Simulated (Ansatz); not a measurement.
Reaction (isomerisation): `[F][Ge]1([SH])[CH2][NH]1` → `[F][GeH]1[NH]C[S]1`

Gas-phase electronic energies from Ansatz, PBE0-D4/def2-TZVP geometries. CCSD(T)/CBS adds triple-zeta CCSD(T) − MP2 to the extrapolated MP2 energy (def2 sets, frozen cores). DFT in def2-TZVPP. For Ge outer-core shells are correlated without core-valence functions, which leaves a few kJ/mol of doubt a bond. Scalar relativity is left out up to krypton. Each species was taken in one conformer, which may not be the lowest.

Problem. Is it downhill or uphill in electronic energy at CCSD(T)/CBS, and by how much? (Estimate.)

Solution. Ansatz gave: Downhill: ΔE = -101.4 kJ/mol.

Problem. What do these levels give: PBE, r2SCAN, CCSD/def2-TZVPP, HF/def2-QZVPP, MP2/def2-QZVPP, SCS-MP2/def2-QZVPP? (Estimate.)

Solution. Computed: PBE -92.4, r2SCAN -96.3, CCSD/def2-TZVPP -103.9, HF/def2-QZVPP -122.9, MP2/def2-QZVPP -103.0, SCS-MP2/def2-QZVPP -104.6 kJ/mol.

Largest T1 diagnostic among the species: 0.012.

In def2-TZVPP, CCSD(T) changes the Hartree–Fock value by +22.7 kJ/mol (the triples alone add +3.4 kJ/mol) and MP2 by +20.6 kJ/mol. The D4 term adds −3.1 kJ/mol with B3LYP and −1.3 kJ/mol with PBE0; it sums over pairs of atoms, weighted by their polarisabilities, and B3LYP, whose exchange is more repulsive, gets the larger term. From PBE to PBE0 (25 % exact exchange), in def2-TZVPP and without D4, ΔE moves by −11.5 kJ/mol.

B3LYP here is the variant with VWN-RPA as its local correlation; programs differ in this.
